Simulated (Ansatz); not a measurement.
```xyz
8

C     1.008    0.652   -0.281
B    -0.273   -0.096    0.144
C    -1.286   -1.120    0.271
N    -1.506    0.013    0.873
H     1.849   -0.018   -0.465
H     1.302    1.410    0.448
H     0.805    1.175   -1.222
H    -1.899   -2.017    0.233
```

Charge 0, multiplicity 1.

Task: List the ωB97M-V/def2-TZVPP orbital energies in eV (Ansatz). (Best estimate.)

Result: Ansatz gave: Occupied: -394.95, -282.77, -281.11, -188.07, -29.43, -22.58, -18.88, -16.11, -14.45, -14.20, -13.83, -12.78, -12.21, -9.41. Lowest empty: 1.55, 2.11, 2.54, 3.14, 3.69, 4.08, 4.21, 5.02.
